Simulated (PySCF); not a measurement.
# Computed properties of B(F)2(Et) (C2H5BF2), SMILES CCB(F)F

B(F)2(Et) (C₂H₅BF₂), SMILES CCB(F)F. Geometry: TPSSh-D3(BJ)/def2-SVP. Other conformers were not sampled. All values are computed for the isolated molecule unless a solvent is named; none is compared with measurement here.

**Structure.** The optimised structure has Cs symmetry. All 24 harmonic modes at TPSSh-D3(BJ)/def2-SVP (PySCF) are real, so it is a minimum. With heavy atoms numbered as in [B:1]([F:2])([F:3])[CH2:4][CH3:5], the shortest bond between them is B1–F2 at 1.330 Å and the longest B1–C4 at 1.567 Å.

**Vibrations.** The strongest infrared lines (harmonic, unscaled, degenerate partners summed) lie at 1382 cm⁻¹ (240 km/mol, B 51 %, H 18 %, C 16 %, F 15 %), 1411 cm⁻¹ (113 km/mol, H 49 %, B 26 %, C 20 %), 1424 cm⁻¹ (111 km/mol, H 48 %, B 26 %, C 19 %). The softest mode is at 35 cm⁻¹ and the zero-point energy is 46.9 kcal/mol.

**Electronic structure.** PBE0/def2-TZVP (PySCF) places the frontier levels at -9.44 and 0.32 eV, a gap of 9.76 eV, and gives a dipole moment of 1.72 D and a mean polarisability of 37.9 bohr³. PBE/def2-TZVP (PySCF) at the same geometry gives -7.92 and -0.74 eV, so its gap is 2.58 eV narrower. An orbital gap is neither the optical nor the fundamental gap.

**Excitations.** TDA-B3LYP/def2-SVPD (PySCF) has S1 at 8.05 eV (154 nm, f = 0.016, weak); the most intense of the 10 singlets computed lies at 9.34 eV (f = 0.07). T1 (TDA) is at 7.24 eV, 0.81 eV under S1. TDA-PBE/def2-SVPD (PySCF) puts S1 at 7.46 eV. No vertical singlet excitation falls in the visible range (under 3.1 eV).

**NMR.** GIAO shifts at PBE0/pcSseg-1 (PySCF) (non-relativistic, atoms alike by connectivity averaged): ¹³C from 9.3 to 10.5 ppm against TMS; ¹H at 1.3 ppm against TMS; ¹⁹F at -72.8 ppm against CFCl3; ¹¹B at 18.9 ppm against BF3.
